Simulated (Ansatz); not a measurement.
A nudged elastic band was laid between two geometries of C₂H₁₁AlOSi (16 atoms, charge 0, multiplicity 1).

All numbers below come from RHF/def2-SVP in Ansatz 0.2.0.

* movable images: 9
* climbing image: yes
* spring: 5.0 eV/Å²
* optimiser: quadratic models (default)
* start path: through a guess of the saddle point
* force threshold: 0.05 eV/Å
* iteration limit: 60
* end points: relaxed

Initial state:

```xyz
16
Properties=species:S:1:pos:R:3
Al 0.608 -0.377 -0.914
H 2.140 -0.206 -1.370
C 0.102 -2.094 -0.045
C -0.769 0.573 -1.987
H 1.715 1.194 0.699
O 0.828 0.852 0.714
Si -0.172 1.215 2.046
H 0.832 -2.419 0.705
H -0.879 -2.058 0.445
H 0.043 -2.898 -0.788
H -1.739 0.636 -1.479
H -0.470 1.594 -2.248
H -0.951 0.050 -2.934
H 0.368 0.540 3.239
H -0.151 2.677 2.236
H -1.504 0.721 1.682
```

Final state:

```xyz
16
Properties=species:S:1:pos:R:3
Al -0.367 -0.417 -0.387
H 2.788 0.472 -0.951
C 0.241 -2.278 -0.249
C -1.003 0.406 -2.052
H 2.612 0.899 -0.363
O -0.374 0.534 1.023
Si -0.392 1.438 2.377
H 0.960 -2.421 0.563
H -0.607 -2.943 -0.042
H 0.699 -2.636 -1.176
H -1.880 1.038 -1.884
H -0.230 1.054 -2.480
H -1.261 -0.332 -2.817
H -0.371 0.578 3.585
H 0.794 2.328 2.422
H -1.610 2.282 2.431
```

(1) Which bonds break or form, and what moves?

(2) Give the energies along the band, and the barrier.

(3) What is the geometry of the highest image?

Results:

(1) Bonds broken: Al1–H2, H5–O6. Bonds formed: H2–H5. C2H11AlOSi becomes C2H9AlOSi + H2.

(2) The run converged. The highest image is number 4 of 0 to 10, 20.3 kcal/mol above the first end and 36.6 kcal/mol above the last; the last end lies 16.3 kcal/mol below the first. Neighbouring images differ by up to 1.2 eV, so the band resolves the path poorly. A vibrational analysis at the climbing image gives one clearly imaginary mode, 1736i cm⁻¹: a first-order saddle point. The orbitals stay closed-shell, which can raise the energy where a bond breaks towards radicals; this wasn't checked here.

| image | path coordinate (Å) | energy (kcal/mol) | Al1–H2 (Å) | H5–O6 (Å) | H2–H5 (Å) |
| --- | --- | --- | --- | --- | --- |
| 0 | 0.00 | 0.0 | 1.61 | 0.95 | 2.53 |
| 1 | 0.68 | 0.3 | 1.61 | 0.95 | 2.44 |
| 2 | 1.36 | 1.4 | 1.61 | 0.95 | 2.25 |
| 3 | 2.04 | 4.3 | 1.63 | 0.96 | 1.88 |
| 4 | 2.71 | 20.3 | 1.78 | 1.19 | 1.07 |
| 5 | 3.38 | -7.6 | 2.15 | 1.90 | 0.76 |
| 6 | 4.04 | -15.0 | 2.58 | 2.49 | 0.75 |
| 7 | 4.70 | -16.2 | 3.06 | 3.07 | 0.75 |
| 8 | 5.37 | -16.3 | 3.28 | 3.35 | 0.75 |
| 9 | 6.03 | -16.3 | 3.27 | 3.27 | 0.75 |
| 10 | 6.70 | -16.3 | 3.33 | 3.31 | 0.75 |

(3) 
```xyz
16
Properties=species:S:1:pos:R:3
Al 0.225 -0.361 -0.667
H 1.899 0.253 -0.624
C 0.153 -2.277 -0.227
C -0.805 0.466 -2.124
H 1.421 0.675 0.237
O 0.401 0.742 0.845
Si -0.055 1.492 2.258
H 0.827 -2.543 0.592
H -0.857 -2.581 0.070
H 0.425 -2.897 -1.088
H -1.884 0.365 -1.959
H -0.591 1.534 -2.232
H -0.590 -0.009 -3.087
H 0.380 0.690 3.420
H 0.576 2.827 2.320
H -1.526 1.625 2.267
```

The run took 6.7 min on 2 threads of Arm Neoverse V1, on a shared host, peak memory 0.29 GiB.
